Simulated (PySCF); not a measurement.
CH₄O₂, SMILES OCO. Atoms are numbered in the order given.

```xyz
7

O     -1.1767     0.0945    -0.2477
C      0.0000     0.0000     0.5306
O      1.1767    -0.0945    -0.2477
H     -1.2402    -0.7230    -0.7739
H      0.0083    -0.9027     1.1639
H     -0.0083     0.9027     1.1639
H      1.2402     0.7230    -0.7739
```

The structure is a stationary point at PBE-D3(BJ)/def2-TZVP. One conformer was computed; it need not be the lowest.

The numbers are results of PBE-D3(BJ)/def2-TZVP in PySCF, not measurements.

No scaling factor is applied to the harmonic values.

Computed harmonic wavenumbers and intensities:
```csv
mode,ν (cm⁻¹),IR (km/mol),moving atoms (share of kinetic energy)
1,373,49.5,"H 85 %, O 10 %"
2,386,170.6,"H 84 %, O 13 %"
3,548,66.5,"O 67 %, H 25 %, C 9 %"
4,980,9.2,"H 85 %, C 15 %"
5,997,89.0,"O 52 %, C 33 %, H 15 %"
6,1015,260.6,"C 55 %, O 39 %"
7,1168,1.6,"H 88 %, C 9 %"
8,1326,18.8,"H 72 %, C 19 %, O 8 %"
9,1350,3.4,"H 86 %, O 8 %"
10,1395,57.2,"H 85 %, C 11 %"
11,1468,0.2,"H 92 %, C 8 %"
12,2949,62.2,H 95 %
13,2996,46.2,"H 90 %, C 10 %"
14,3672,25.8,H 94 %
15,3672,13.9,H 94 %
```
